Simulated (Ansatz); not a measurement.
`[NH2][GaH][Br]` + `CCl` → `[NH2][GaH][CH2]Cl` + HBr at 500 K and 1 bar (formal exchange of groups at a Ga–Br bond).

Calculated with Ansatz (gas phase, PBE0-D4/def2-TZVP geometries, no zero-point term in ΔE). CCSD(T)/CBS adds triple-zeta CCSD(T) − MP2 to the extrapolated MP2 energy (def2 sets, frozen cores). This one scheme is used for every species. For Br, Ga outer-core shells are correlated without core-valence functions, which leaves a few kJ/mol of doubt a bond. Scalar relativity is left out up to krypton. Each species was taken in one conformer, which may not be the lowest.

```csv
species,CCSD(T)/CBS energy (Eh),H − E (kJ/mol),S (J/(mol·K))
`[NH2][GaH][Br]`,-4553.84396,121.1,364.6
`CCl`,-499.63220,119.3,258.4
`[NH2][GaH][CH2]Cl`,-2479.49982,202.0,412.4
HBr,-2573.91920,30.5,213.7
```

H − E and S are ideal-gas, rigid-rotor, harmonic terms from PBE0-D4/def2-TZVP, for one conformer and one mirror image of each species. 1 Eh = 2625.50 kJ/mol, R = 8.31446 J/(mol·K).

Question: By hand: ΔE, ΔH, ΔS and ΔG.

Answer: ΔE = (-2479.49982) + (-2573.91920) − (-4553.84396) − (-499.63220) = 0.05714 Eh = 150.0 kJ/mol. Δ(H − E) = 202.0 + 30.5 − 121.1 − 119.3 = -7.9, so ΔH = 142.1 kJ/mol. ΔS = 412.4 + 213.7 − 364.6 − 258.4 = 3.1 J/(mol·K). ΔG = 142.1 − 500 × (3.1)/1000 = 140.5 kJ/mol.

Question: By hand: the equilibrium constant, and the temperature at which ΔG would vanish if ΔH and ΔS stayed fixed.

Answer: log₁₀ K = −ΔG/(RT ln 10) = -14.7. ΔG = 0 at ΔH/ΔS = 45839 K, far beyond where these terms or the molecules hold.

The number of gas molecules stays the same, so ΔS is small and ΔH decides. A doubt of 5 kJ/mol in ΔE shifts log₁₀ K by 0.5 here. Other conformers and mirror images would add mixing entropy, several J/(mol·K) or more a flexible species. Modes under 60 cm⁻¹, often nearly free rotors, make the harmonic entropy too high. These are equilibria of isolated gas molecules and say nothing of rates. Largest T1 diagnostic: 0.013 (customary marks: 0.02 for closed shells, 0.045 for open ones).
